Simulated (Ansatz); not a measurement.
Mo3S7⁻, relaxed as a doublet with UKS r2SCAN-D4/def2-SVP in Ansatz, starting from the GFN2-xTB geometry. Force threshold 0.03 eV/Å.

In the def2 sets Mo takes a core potential; there is no spin–orbit coupling. The structure comes from a short search, and lower isomers may exist.

Start:

```xyz
10

Mo    0.393   -1.755   -0.041
Mo    0.921    1.122    0.401
Mo   -1.310    0.076   -0.133
S    -3.086    0.321    1.046
S     0.618    2.944   -0.959
S     0.401   -3.440    1.299
S    -0.890   -1.796   -1.882
S     1.130    1.552    2.508
S    -0.567    1.570   -1.970
S     2.391   -0.595   -0.269
```

(1) Estimate the energy that the relaxation releases and the steps that it takes.

(2) Does the start keep its bonding and symmetry?

(3) Predict the relaxed structure.

## Answers

(1) 45.7 kcal/mol, in 25 steps; 5.5 min on 6 threads of Intel Xeon on a shared host. No frequencies were taken in this run, so the end may be a saddle point.

(2) Bonds lost: S5–S9 (atoms count from 1).

(3) 
```xyz
10

Mo    0.354   -1.655   -0.105
Mo    0.986    1.448    0.056
Mo   -1.603   -0.310   -0.462
S    -3.121   -0.847    0.942
S     2.119    2.765   -1.190
S     0.020   -3.005    1.515
S    -0.928   -1.894   -2.055
S     1.058    2.089    2.084
S    -1.194    1.909   -0.710
S     2.307   -0.500   -0.075
```
Bond lengths (bridged metal pairs left out): 10 × Mo–S 2.13 to 2.36 Å.
